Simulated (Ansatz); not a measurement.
One change: `BrB(Br)Br` becomes `OB(Br)Br`.

Ansatz, PBE0-D4/def2-TZVP geometries, multiplicity 1. Each molecule was computed in one conformer, which needn't be the lowest.

Scalar relativity is left out up to krypton.

| property | `BrB(Br)Br` |
| --- | --- |
| size of the dipole moment (ωB97M-V/def2-TZVPP) / D | 0.00 |
| HOMO–LUMO gap (ωB97M-V/def2-TZVPP) / eV | 10.43 |
| HOMO–LUMO gap (B3LYP/def2-TZVPP) / eV | 5.79 |
| HOMO energy (PBE/def2-TZVPP) / eV | -7.01 |
| size of the dipole moment (PBE/def2-TZVPP) / D | 0.00 |
| ideal-gas entropy at 298 K and 1 bar (rigid rotor, harmonic PBE0-D4/def2-TZVP) / J/(mol·K) | 324 |

Question: What does the change do to each property? (Estimate.)

Answer: Computed: 
```csv
property,`OB(Br)Br`,shift
size of the dipole moment (ωB97M-V/def2-TZVPP) / D,1.78,1.78
HOMO–LUMO gap (ωB97M-V/def2-TZVPP) / eV,11.92,1.49
HOMO–LUMO gap (B3LYP/def2-TZVPP) / eV,7.16,1.37
HOMO energy (PBE/def2-TZVPP) / eV,-7.03,-0.02
size of the dipole moment (PBE/def2-TZVPP) / D,1.70,1.70
"ideal-gas entropy at 298 K and 1 bar (rigid rotor, harmonic PBE0-D4/def2-TZVP) / J/(mol·K)",319,-5
```

The zero-point energy changes by 38.1 kJ/mol with +3 modes.

B3LYP here is the variant with VWN-RPA as its local correlation; programs differ in this.

Spin–orbit coupling is left out; it splits and shifts lone-pair levels of the heavy atoms by tenths of an eV.
